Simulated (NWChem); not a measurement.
System: C3H5Br; SMILES C1C(C1)Br

NWChem input:

```
start job
memory heap 200 mb stack 900 mb global 1100 mb
geometry units angstroms noautoz
  Br    -0.025182    -1.021203     0.000000
  C      0.570612     0.797085     0.000000
  C     -0.197075     1.831762    -0.752123
  C     -0.197075     1.831762     0.752123
  H      1.661719     0.840527     0.000000
  H      0.374862     2.595567    -1.286977
  H     -1.112648     1.513818    -1.257294
  H      0.374862     2.595567     1.286977
  H     -1.112648     1.513818     1.257294
end
basis spherical
  Br library def2-svp
  C library def2-svp
  H library def2-svp
end
dft
  xc b3lyp
  iterations 150
  mulliken
end
task dft energy
```

NWChem printed, in part:

```
             Northwest Computational Chemistry Package (NWChem) 7.3.0
             --------------------------------------------------------

 CS  symmetry detected

                             Geometry "geometry" -> ""
                             -------------------------

 Output coordinates in angstroms (scale by  1.889725989 to convert to a.u.)

  No.       Tag          Charge          X              Y              Z
 ---- ---------------- ---------- -------------- -------------- --------------
    1 Br                  35.0000    -0.03798490     1.02237501     0.00000000
    2 C                    6.0000     0.56941768    -0.79206811     0.00000000
    3 C                    6.0000    -0.19164098    -1.83163030    -0.75212300
    4 C                    6.0000    -0.19164098    -1.83163030     0.75212300
    5 H                    1.0000     1.66078004    -0.82853591     0.00000000
    6 H                    1.0000     0.38516585    -2.59176442    -1.28697700
    7 H                    1.0000    -1.10922727    -1.51954425    -1.25729400
    8 H                    1.0000     0.38516585    -2.59176442     1.28697700
    9 H                    1.0000    -1.10922727    -1.51954425     1.25729400

 Effective nuclear repulsion energy (a.u.)     231.5082448103

      Symmetry information
      --------------------

 Group name             Cs
 Group number              2
 Group order               2
 No. of unique centers     6

                                 NWChem DFT Module
                                 -----------------

 Summary of "ao basis" -> "ao basis" (spherical)
 ------------------------------------------------------------------------------
       Tag                 Description            Shells   Functions and Types
 ---------------- ------------------------------  ------  ---------------------
 Br                         def2-svp                12       32   5s4p3d
 C                          def2-svp                 6       14   3s2p1d
 H                          def2-svp                 3        5   2s1p

      Symmetry analysis of basis
      --------------------------

        a'         60
        a"         39

            General Information
            -------------------
          SCF calculation type: DFT
          Wavefunction type:  closed shell.
          No. of atoms     :     9
          No. of electrons :    58
           Alpha electrons :    29
            Beta electrons :    29
          Charge           :     0
          Spin multiplicity:     1
          Use of symmetry is: on ; symmetry adaption is: on
          Maximum number of iterations: 150
          AO basis - number of functions:    99
                     number of shells:    45
          Convergence on energy requested:  1.00D-06
          Convergence on density requested:  1.00D-05
          Convergence on gradient requested:  5.00D-04

              XC Information
              --------------
                         B3LYP Method XC Potential
                     Hartree-Fock (Exact) Exchange  0.200
                        Slater Exchange Functional  0.800 local
                    Becke 1988 Exchange Functional  0.720 non-local
              Lee-Yang-Parr Correlation Functional  0.810
                  VWN I RPA Correlation Functional  0.190 local

             Grid Information
             ----------------
          Grid used for XC integration:  medium
          Radial quadrature: Mura-Knowles
          Angular quadrature: Lebedev.
          Tag              B.-S. Rad. Rad. Pts. Rad. Cut. Ang. Pts.
          ---              ---------- --------- --------- ---------
          Br                  1.15      112          10.0       590
          C                   0.70       49           9.0       434
          H                   0.35       45          10.0       434
          Grid pruning is: on
          Number of quadrature shells:   345
          Spatial weights used:  Erf1

      Superposition of Atomic Density Guess
      -------------------------------------

 Sum of atomic energies:       -2687.45663515

      Non-variational initial energy
      ------------------------------

 Total energy =   -2689.919499
 1-e energy   =   -4196.063946
 2-e energy   =    1274.636202
 HOMO         =      -0.312778
 LUMO         =       0.033953

      Symmetry analysis of molecular orbitals - initial
      -------------------------------------------------

  Numbering of irreducible representations:

     1 a'          2 a"

  Orbital symmetries:

     1 a'          2 a'          3 a'          4 a'          5 a"
     6 a'          7 a"          8 a'          9 a'         10 a'
    11 a'         12 a"         13 a'         14 a'         15 a"
    16 a"         17 a'         18 a'         19 a'         20 a"
    21 a'         22 a'         23 a'         24 a"         25 a'
    26 a"         27 a'         28 a'         29 a"         30 a'
    31 a'         32 a'         33 a"         34 a"         35 a'
    36 a"         37 a'         38 a"         39 a'

     ---------------------------------------------
      Total Density - Mulliken Population Analysis
     ---------------------------------------------

    Atom       Charge   Shell Charges
 -----------   ------   -------------------------------------------------------
    1 Br  35    35.19   2.00  2.00  2.00  1.37  0.57  6.00  5.99  2.34  2.90  8.23  1.73  0.07
    2 C    6     6.03   1.99  0.92  0.35  1.79  0.92  0.05
    3 C    6     6.21   1.99  0.96  0.26  2.03  0.93  0.03
    4 C    6     6.21   1.99  0.96  0.26  2.03  0.93  0.03
    5 H    1     0.87   0.67  0.18  0.02
    6 H    1     0.87   0.66  0.18  0.02
    7 H    1     0.87   0.66  0.19  0.02
    8 H    1     0.87   0.66  0.18  0.02
    9 H    1     0.87   0.66  0.19  0.02

[...]
```

Level: B3LYP/def2-SVP. Structure relaxed at the PBE0/def2-SVP level.
